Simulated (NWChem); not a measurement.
Molecule: C₂H₂ClI; SMILES C=C(Cl)I

def2 effective core potentials on I; no spin-orbit coupling.

Task: Give the equilibrium geometry at PBE0/def2-SVP with def2 effective core potentials on I (NWChem) as a list of bonds and angles, with the point group.

Result: point group Cs; any orientation.
Bond lengths (Å): C1–C2 1.331, C1–H5 1.091, C1–H6 1.093, C2–Cl3 1.721, C2–I4 2.104. Bond angles (°): C2–C1–H5 121.0, C2–C1–H6 119.9, H5–C1–H6 119.0, C1–C2–Cl3 122.6, C1–C2–I4 122.1, Cl3–C2–I4 115.3.
